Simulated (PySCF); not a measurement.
## Static response to an electric field

Species: C₆H₉NO.
Cartesian coordinates in Å at the GFN2-xTB level; atoms count from 1:
```
atom  x, y, z in Å
C1     2.706   -0.292    1.122
C2     1.566   -0.737    0.630
C3     0.980   -0.286   -0.670
C4    -0.382    0.396   -0.440
C5    -0.818    1.030   -1.677
N6    -1.171    1.514   -2.650
O7    -1.305   -0.578    0.001
C8    -2.540   -0.050    0.418
H9     3.094   -0.638    2.064
H10    3.309    0.431    0.595
H11    0.968   -1.458    1.170
H12    0.812   -1.148   -1.321
H13    1.649    0.416   -1.172
H14   -0.275    1.192    0.322
H15   -3.057    0.462   -0.402
H16   -3.136   -0.897    0.749
H17   -2.408    0.654    1.249
```

Level: B3LYP/def2-SVPD (PySCF), static field, nuclei fixed, core orbitals frozen in the response. The polarisability tensor in these axes (au):

```
x   93.37 -0.78 10.76
y   -0.78 68.46 -8.61
z   10.76 -8.61 83.06
```

Diagonalise the tensor; give its mean and Δα, where Δα² is half the sum of the squared differences of the eigenvalues.

Principal values 63.90, 79.95 and 101.05 au; mean 81.63 au = 12.10 Å³ = 13.46 × 10⁻⁴⁰ C²·m²/J; Δα = 32.27 au (40 % of the mean).

What is the dipole moment, and where does it point?

(0.69, -0.61, 3.09) D, 3.23 D in size, pointing from the negative to the positive side. Measured along this direction, the outermost atoms are N6 at the negative end and H9 at the positive end.

What depolarisation ratio follows for Rayleigh scattering of linearly polarised light, taking the static tensor?

ρ = 3Δα²/(45ᾱ² + 4Δα²) = 3124.6/(299871 + 4166.2) = 0.0103.

Form Σ f/ω² (atomic units) for the 8 lowest TDDFT singlets, given as eV and f, and set it beside the mean polarisability, which is this sum over all singlets: 6.66, 0.0091; 6.80, 0.1266; 7.08, 0.0347; 7.36, 0.0044; 7.45, 0.0061; 7.50, 0.1244; 7.51, 0.0520; 7.65, 0.0843.

They add up to 6.22 au, 7.6 % of the 81.63 au; the largest single term is 2.03 au, from the state at 6.80 eV. Terms in order: 0.15, 2.03, 0.51, 0.06, 0.08, 1.64, 0.68, 1.07 au. Higher excitations give the rest. The strengths listed sum to 0.442.

Directions of the eigenvectors, and the extent of the frame along each?

Largest value along (0.81, -0.17, 0.56), where the nuclei span 6.55 Å; middle along (-0.57, -0.47, 0.68), 4.64 Å; least along (-0.15, 0.87, 0.47), 3.26 Å. The response follows the extents in order.

Estimate the molar refractivity from the static electronic polarisability.

Lorentz–Lorenz: R = (4π/3)N_A α = 2.5225 cm³/(mol·Å³) × 12.10 Å³ = 30.5 cm³/mol, in the limit of long wavelengths.

Isolated species at its GFN2-xTB geometry (one conformer only).

These values come from a run that also computed excited states. The run took 69 s (with the writing of density and orbital grids) on one thread, Arm Neoverse V1 (aarch64) (shared host), and the process peaked at 1.0 GiB of memory.
